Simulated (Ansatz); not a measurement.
SiCl3(NHEt) (C₂H₆Cl₃NSi), relaxed as a singlet with RKS r2SCAN-D4/def2-SVP in Ansatz, starting from the GFN2-xTB geometry. Force threshold 0.02 eV/Å.

Start:

Cartesian coordinates in Å:
```
C -0.831 -0.548 -0.365
C -0.240 -1.726 0.401
Cl 0.757 3.358 0.898
Cl 2.688 0.809 0.101
Cl 0.742 2.081 -2.186
N -0.466 0.731 0.221
Si 0.884 1.684 -0.216
H -0.855 0.841 1.146
H -1.922 -0.621 -0.377
H -0.477 -0.559 -1.396
H 0.845 -1.662 0.409
H -0.533 -2.662 -0.067
H -0.594 -1.726 1.430
```

Estimate the energy that the relaxation releases and the steps that it takes.

2.1 kcal/mol, in 6 steps; 18 s on 4 threads of Arm Neoverse V2 on a shared host. No frequencies were taken in this run, so the end may be a saddle point.

Does the start keep its bonding?

By distances, no bond broke or formed. The bond that changes most is Cl5–Si7, from 2.01 to 2.06 Å (atoms count from 1).

Predict the relaxed structure.


```csv
atom,x (Å),y (Å),z (Å)
C1,-0.8137,-0.5559,-0.3469
C2,-0.2549,-1.7591,0.4028
Cl3,0.7715,3.4209,0.8936
Cl4,2.7118,0.8387,0.0720
Cl5,0.7419,2.1163,-2.2233
N6,-0.4563,0.7278,0.2525
Si7,0.8532,1.6968,-0.2144
H8,-0.8524,0.8965,1.1742
H9,-1.9143,-0.6236,-0.4158
H10,-0.4499,-0.5526,-1.3888
H11,0.8450,-1.7220,0.4366
H12,-0.5572,-2.7002,-0.0837
H13,-0.6247,-1.7837,1.4412
```
Bond lengths: 3 × Cl–Si 2.05 to 2.07 Å; 1 × C–C 1.52 Å; 1 × N–Si 1.69 Å; 1 × C–N 1.46 Å; 5 × C–H 1.10 Å; 1 × H–N 1.02 Å.
